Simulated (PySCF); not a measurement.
Bond curve of NaTl

Set-up: PySCF, scalar-relativistic core potentials, basis sets Na def2-SVPD, Tl def2-SVPD with ECP60. Energies in eV from Na + Tl in their ground configurations at the same level. State: ¹Σ⁺ (singlet), closed shell.

All columns are PBE0. A positive dipole means Na(−)Tl(+).

```csv
R (Å),E (eV),μ (D),Mulliken charge on Na (basis-dependent),HOMO (eV),LUMO (eV),Mayer bond order,⟨S²⟩
2.815,-0.533,-1.52,0.15,-3.47,-1.75,1.01,0.00
2.946,-0.647,-1.48,0.07,-3.45,-1.70,1.03,0.00
3.077,-0.711,-1.40,0.02,-3.43,-1.67,1.03,0.00
3.175,-0.734,-1.33,-0.01,-3.42,-1.65,1.03,0.00
3.273,-0.740,-1.25,-0.02,-3.40,-1.63,1.02,0.00
3.371,-0.733,-1.16,-0.04,-3.38,-1.62,1.02,0.00
3.502,-0.708,-1.03,-0.05,-3.35,-1.61,1.01,0.00
3.666,-0.658,-0.86,-0.06,-3.31,-1.61,1.01,0.00
3.862,-0.579,-0.65,-0.06,-3.27,-1.62,1.00,0.00
4.124,-0.455,-0.37,-0.06,-3.22,-1.65,1.00,0.00
```

A fit through these points gives, at Re = 3.268 Å, μ = -1.25 D and dμ/dR = 0.875 D/Å; the reduced mass is 20.67 u.

Question: How strong is the fundamental in the double-harmonic approximation, I = 42.26·(dμ/dR)²/μred km/mol?

Answer: I = 42.26·(0.875)²/20.67 = 1.57 km/mol at PBE0.

Closed-shell solutions of metal pairs were not tested for spin polarisation, which can lower them a little. Spin–orbit coupling is left out, which matters for elements this heavy, above all for dissociation energies.
